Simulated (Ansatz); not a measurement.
Molecule: 1-methylsilolane, C5H12Si (charge 0, singlet). 
Structure (B3LYP-D3(BJ)/def2-TZVP (Ansatz, a first-principles code) minimum search):
SMILES: C[SiH]1CCCC1
```xyz
18

C      2.3856     0.2289     0.2073
Si     0.7427    -0.3192    -0.5158
C     -0.4641     1.1047    -0.8483
C     -1.4922     0.9795     0.2977
C     -1.7358    -0.5120     0.5753
C     -0.3691    -1.2137     0.7328
H      2.9670     0.8011    -0.5187
H      2.9874    -0.6293     0.5145
H      2.2287     0.8598     1.0854
H      1.0001    -1.1326    -1.7346
H     -0.9583     0.9546    -1.8121
H      0.0036     2.0900    -0.8803
H     -2.4259     1.4985     0.0684
H     -1.0874     1.4458     1.2022
H     -2.3724    -0.6541     1.4520
H     -2.2703    -0.9462    -0.2758
H     -0.4373    -2.2923     0.5888
H      0.0210    -1.0511     1.7425
```

Dipole moments at this geometry, in debye (magnitudes).

| level | program | dipole (D) |
|---|---|---|
| SVWN5/def2-TZVPD | Ansatz | 0.57 |
| PBE/def2-TZVPD | Ansatz | 0.56 |
| BLYP/def2-TZVPD | Ansatz | 0.53 |
| r2SCAN/def2-TZVPD | Ansatz | 0.56 |
| B97M-V/def2-TZVPD | Ansatz | 0.65 |
| B3LYP/def2-TZVPD | Ansatz | 0.51 |
| r2SCANh/def2-TZVPD | Ansatz | 0.55 |
| r2SCAN0/def2-TZVPD | Ansatz | 0.54 |
| HSE06/def2-TZVPD | Ansatz | 0.54 |
| CAM-B3LYP/def2-TZVPD | Ansatz | 0.49 |
| wB97M-V/def2-TZVPD | Ansatz | … |
| wB97X-V/def2-TZVPD | Ansatz | 0.51 |
| CCSD(T)/aug-cc-pV(D+d)Z | Ansatz | … |

Problem. What belongs in the gaps?

Solution. 
- wB97M-V/def2-TZVPD, dipole (D): 0.52
- CCSD(T)/aug-cc-pV(D+d)Z, dipole (D): 0.50
